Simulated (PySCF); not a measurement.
F2H5NSi2. Atoms are numbered in the order given.

```xyz
10

Si     0.5336    -1.4658    -0.0898
F     -0.6600    -2.5908    -0.1303
N      0.0000     0.0000     0.6812
Si    -0.5336     1.4658    -0.0898
F      0.6600     2.5908    -0.1303
H      1.6533    -2.0744     0.6955
H      0.8919    -1.1317    -1.5025
H      0.0000     0.0000     1.7072
H     -1.6533     2.0744     0.6955
H     -0.8919     1.1317    -1.5025
```

Geometry optimised at PBE-D3(BJ)/def2-SVP. This is a generated structure with no PubChem entry under its InChIKey; it may be hypothetical. Other conformers were not sampled.

These are PBE/pcSseg-1 in PySCF values and carry that method's errors.

GIAO shieldings, no solvent; atoms listed in one row are averaged. δ = σ(ref) − σ: ²⁹Si against TMS (σ = 335.4 ppm); ¹⁹F against CFCl3 (σ = 133.6 ppm); ¹⁵N against NH3 (σ = 267.0 ppm); ¹H against TMS (σ = 31.49 ppm), references at their B3LYP-D3(BJ)/def2-TZVP geometries, non-relativistic.

Computed chemical shifts:
```
nucleus     atoms  count  δ (ppm)
-------  --------  -----  -------
²⁹Si     Si1, Si4      2    -16.7
¹⁹F        F2, F5      2   -178.8
¹⁵N            N3      1     85.2
¹H         H6, H9      2     5.70
¹H        H7, H10      2     5.49
¹H             H8      1     3.23
```
